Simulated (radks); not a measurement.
Results of a calculation; reference values are marked as such.
Ionisation of the iron ion Fe+, [Ar] 3d6 4s1, to Fe2+, [Ar] 3d6, under several functionals. Dirac Kohn-Sham, spin-unpolarised, spherical densities, finite nucleus; open shells fill j = l - 1/2 first; a radial shooting solver on a logarithmic mesh with Libxc functionals.

functional,E(Fe+) (hartree),Exc (hartree),IE (eV),-e(HOMO) (eV),<r> HOMO (bohr),IE error (eV)
BLYP,-1272.48380,-55.72156,16.376,12.406,2.708,+0.177
"LDA (Slater exchange, VWN5 correlation)",-1269.90011,-53.08971,16.479,12.621,2.686,+0.280
OLYP,-1272.68485,-55.98660,15.858,11.885,2.760,-0.341
revPBE,-1272.30238,-55.54585,16.036,12.194,2.721,-0.163
AM05,-1270.05337,-53.25007,16.069,12.268,2.704,-0.130
exchange-only LDA,-1267.72746,-50.86633,15.443,11.580,2.729,-0.757

NIST Atomic Spectra Database: 16.199 eV (measured). Closest: AM05. The Delta-SCF values span 1.04 eV, the total energies 4.96 hartree. The highest occupied level is 4s1/2. Spin polarisation and multiplet splitting are left out, so open shells lie too high by an amount that depends on their filling.

Beside tabulated values, note that spin-unpolarised runs miss the spin-polarisation part of the exchange energy of open shells.
